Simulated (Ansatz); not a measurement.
Isolated molecules relaxed with PBE0-D4/def2-TZVP in Ansatz; ΔE leaves out vibrations. CBS: MP2 limit from def2 TZ/QZ plus the TZ coupled-cluster correction, frozen cores. This one scheme is used for every species. Functionals use def2-TZVPP. B3LYP here is the variant with VWN-RPA as its local correlation; programs differ in this. HSE06 is defined as in plane-wave codes. For Se outer-core shells are correlated without core-valence functions, which leaves a few kJ/mol of doubt a bond. Scalar relativity is left out up to krypton. Each species was taken in one conformer, which may not be the lowest.

`COC=N` + `FB(Cl)[SeH]` → `C[Se]B(F)Cl` + `N=CO`  (substitution at a C–O bond)

```tsv
level	ΔE (kJ/mol)	difference from CCSD(T)/CBS
LDA (SPW92)	-38.5	7.3
PBE-D4	-45.8	0.0
revPBE-D4	-46.1	-0.3
BLYP-D4	-42.1	3.7
r2SCAN-D4	-43.2	2.6
B97M-V	-41.0	4.8
PBE0-D4	-45.3	0.5
B3LYP-D4	-41.5	4.3
r2SCANh-D4	-43.5	2.3
r2SCAN0-D4	-43.7	2.1
HSE06-D4	-45.5	0.3
BHLYP-D4	-40.2	5.6
CAM-B3LYP-D4	-37.3	8.5
ωB97M-V	-42.9	2.9
B2PLYP	-42.1	3.7
PBE-QIDH	-45.8	0.0
PBE	-44.1	1.7
revPBE	-45.2	0.6
BLYP	-38.9	6.9
r2SCAN	-42.9	2.9
B3LYP	-38.7	7.1
r2SCANh	-43.0	2.8
r2SCAN0	-43.2	2.6
HSE06	-44.0	1.8
CAM-B3LYP	-35.6	10.2
RPA@PBE/def2-TZVPP	-39.6	6.2
HF/def2-SVP	-22.8	23.0
MP2/def2-SVP	-34.3	11.5
CCSD/def2-SVP	-26.5	19.3
CCSD(T)/def2-SVP	-27.1	18.7
HF/def2-TZVPP	-32.7	13.1
MP2/def2-TZVPP	-50.3	-4.5
SCS-MP2/def2-TZVPP	-45.3	0.5
CCSD(T)/def2-TZVPP	-43.9	1.9
HF/def2-QZVPP	-32.3	13.5
MP2/def2-QZVPP	-51.2	-5.4
SCS-MP2/def2-QZVPP	-46.4	-0.6
HF/CBS(def2)	-32.3	13.5
MP2/CBS(def2)	-52.1	-6.3
CCSD/CBS(def2)	-44.3	1.5
CCSD(T)/CBS	-45.8	0
```

Largest T1 diagnostic among the species: 0.014.

At CCSD(T), def2-SVP lies +18.7 kJ/mol from the extrapolated value and def2-TZVPP +1.9 kJ/mol. Leaving LDA and LC-ωPBE aside and taking each functional with its dispersion term where it has one, the values spread over 8.8 kJ/mol, from revPBE-D4 to CAM-B3LYP-D4. LDA lies +5.6 kJ/mol from PBE without D4.
